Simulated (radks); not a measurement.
The numbers below are computed, except where a source is named.
Problem. These are the eigenvalues of the occupied orbitals of an atom or ion with whole-number occupations (eV). Level of theory: Dirac Kohn-Sham, BLYP, spin-unpolarised, spherical densities, point nucleus (a radial shooting solver on a logarithmic mesh with Libxc functionals).

1s1/2: -1796.756
2s1/2: -148.7831
2p1/2: -105.4949
2p3/2: -104.8446
3s1/2: -18.9062
3p1/2: -11.5448
3p3/2: -11.5027

Which element is it, and in what charge state? The configuration may be excited. Open shells, if any, are shared by 2j + 1.

Solution. Z = 14, silicon, charge +1: Si+ in [Ne] 3s2 3p1. The list shows which subshells hold electrons but not how many an open one holds; the 1s level, -66.03 hartree, gives Z - s = 11.5 by -(Z - s)^2/2, which with screening and relativity narrows Z to a few neighbours, and the depths of the outer levels then fix element, charge and occupations together.
